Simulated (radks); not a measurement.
Q: Successive ionisation energies (eV) of one element, from differences of total energies of ions in their ground configurations, starting at charge 22: 671.73, 720.30, 770.07, 821.02, 873.14, 926.40, 980.79, 1036.3, 1092.9, 1150.6, 1209.3, 1269.1. Calculated with a radial shooting solver on a logarithmic mesh with Libxc functionals: Dirac Kohn-Sham, PBE, spin-unpolarised, spherical densities, finite nucleus; open shells are shared between the two j in proportion to 2j + 1; Fermi nuclear charge, rms radius 5.4759 fm. Which element is it?

A: Thallium (Z = 81). The first species listed is Tl22+ in [Kr] 4d10 4f13, the last Tl33+ in [Kr] 4d10 4f2.
